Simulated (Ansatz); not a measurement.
The cluster Zn2Te. Charge 0, multiplicity 1. Geometry PBE-D4/def2-TZVP.

```xyz
3

Zn    0.433    2.138   -1.318
Zn   -0.429   -2.139    1.318
Te   -0.004    0.001    0.000
```

In the def2 sets Te takes a core potential; there is no spin–orbit coupling. The order of the spin states hangs on the level: the triplet lies 0.16 eV below the singlet at PBE0-D4/def2-TZVP, but 0.18 eV above it at B97M-V/def2-TZVP. The structure comes from a short search, and lower isomers may exist.

Problem. Estimate the orbital energies around the gap (eV) in Ansatz with PBE-D4/def2-SVP, r2SCAN-D4/def2-TZVP, r2SCAN-D4/def2-TZVPD, B97M-V/def2-TZVP, PBE0-D4/def2-TZVP.

Solution. 
| orbital | PBE-D4/def2-SVP | r2SCAN-D4/def2-TZVP | r2SCAN-D4/def2-TZVPD | B97M-V/def2-TZVP | PBE0-D4/def2-TZVP |
| --- | --- | --- | --- | --- | --- |
| HOMO−9 | -10.79 | -12.10 | -12.10 | -12.35 | -14.53 |
| HOMO−8 | -10.71 | -12.04 | -12.04 | -12.29 | -14.48 |
| HOMO−7 | -10.69 | -12.04 | -12.04 | -12.29 | -14.48 |
| HOMO−6 | -10.69 | -12.04 | -12.04 | -12.29 | -14.48 |
| HOMO−5 | -10.69 | -12.04 | -12.04 | -12.29 | -14.48 |
| HOMO−4 | -10.69 | -11.94 | -11.95 | -12.16 | -14.24 |
| HOMO−3 | -7.96 | -8.64 | -8.64 | -8.39 | -9.31 |
| HOMO−2 | -5.53 | -6.02 | -6.02 | -5.84 | -6.31 |
| HOMO−1 | -4.64 | -5.32 | -5.32 | -5.22 | -5.97 |
| HOMO | -4.64 | -5.32 | -5.32 | -5.22 | -5.97 |
| LUMO | -3.74 | -4.15 | -4.15 | -4.06 | -3.54 |
| LUMO+1 | -0.14 | -1.41 | -1.42 | -1.56 | -0.95 |
| LUMO+2 | -0.14 | -1.41 | -1.42 | -1.56 | -0.95 |
| LUMO+3 | 0.64 | -0.41 | -0.45 | -0.72 | -0.05 |
| LUMO+4 | 0.96 | -0.41 | -0.45 | -0.72 | -0.05 |
| LUMO+5 | 0.96 | 0.30 | 0.17 | -0.01 | 0.56 |
